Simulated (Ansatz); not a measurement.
Spectroscopic constants of SiP, multiplicity 2 (the spin of the measured ground state). The T1 diagnostic near the minimum is 0.072, so single-reference values are doubtful.

Constants: fifth-degree fit in 1/R to seven points, most abundant isotopes. In def2 and cc sets the state is the lowest found near the PBE0 minimum, followed along R.

Codes used: Ansatz (a program for electronic structure) with Gaussian orbitals. Each number belongs to the level named beside it.

Energies at wB97X-V/def2-TZVPP:

```
R (Å)       E (hartree)
--------  -------------
1.924756  -630.65144744
1.976497  -630.65716979
2.024099  -630.65953831
2.077909  -630.65948560
2.131719  -630.65708717
2.193808  -630.65203237
2.266245  -630.64385146
```

### Question
With a reduced mass of 14.6996 u, find the minimum, the force constant and the constants.

### Answer
A fifth-degree polynomial in 1/R puts the minimum at r_e = 2.0495 Å with force constant 396 N/m. Then ω_e = (1/2πc)√(k/μ) = 676 cm⁻¹ and B_e = h/(8π²cμr_e²) = 0.2730 cm⁻¹; the cubic and quartic terms give α_e = 0.0012 and ω_e x_e = 2.0 cm⁻¹.
